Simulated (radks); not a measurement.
Excited configurations of the phosphorus ion P2+: one electron is placed in a higher orbital outside [Ne] 3s2. The ground configuration is [Ne] 3s2 3p1. Method: scalar-relativistic Kohn-Sham, BLYP, spin-polarised, spherical densities, finite nucleus; open shells are filled with parallel spins first; Fermi nuclear charge, rms radius 3.1889 fm; computed with a radial shooting solver on a logarithmic mesh with Libxc functionals. Excitation = E - E(ground); binding = E(ion) - E, where the ion is the core of charge +3; n* = 3/sqrt(2 binding) in atomic units, and the quantum defect is n - n*.

| outer orbital | excitation (eV) | binding (eV) | n* | quantum defect | eigenvalue (eV) | <r> (bohr) |
|---|---|---|---|---|---|---|
| 3d | 12.448 | 17.530 | 2.643 | 0.357 | -13.386 | 2.561 |
| 4s | 14.222 | 15.756 | 2.788 | 1.212 | -13.401 | 3.994 |
| 4p | 16.935 | 13.043 | 3.064 | 0.936 | -11.024 | 4.517 |
| 4d | 20.515 | 9.463 | 3.597 | 0.403 | -7.864 | 5.637 |
| 5s | 21.133 | 8.845 | 3.721 | 1.279 | -7.559 | 7.143 |
| 5d | 23.964 | 6.014 | 4.512 | 0.488 | -5.061 | 9.478 |
| 6s | 24.292 | 5.686 | 4.641 | 1.359 | -4.896 | 11.15 |
| 6d | 25.778 | 4.200 | 5.400 | 0.600 | -3.571 | 14.16 |
| 7s | 25.995 | 3.983 | 5.545 | 1.455 | -3.449 | 16.02 |
| 7f | 27.081 | 2.898 | 6.501 | 0.499 | -2.466 | 20.18 |

Estimate the row for 4f.

Answer. excitation (eV) 22.049; binding (eV) 7.929; n* 3.930; quantum defect 0.070; eigenvalue (eV) -6.272; <r> (bohr) 5.636. The Delta-SCF ionisation energy is 29.978 eV (NIST Atomic Spectra Database: 30.203 eV, measured). Self-interaction in the functional shifts the binding energies and quantum defects, so they are the method's values and not measured ones. Open shells are spherical and high-spin; term and fine-structure splittings are not resolved.
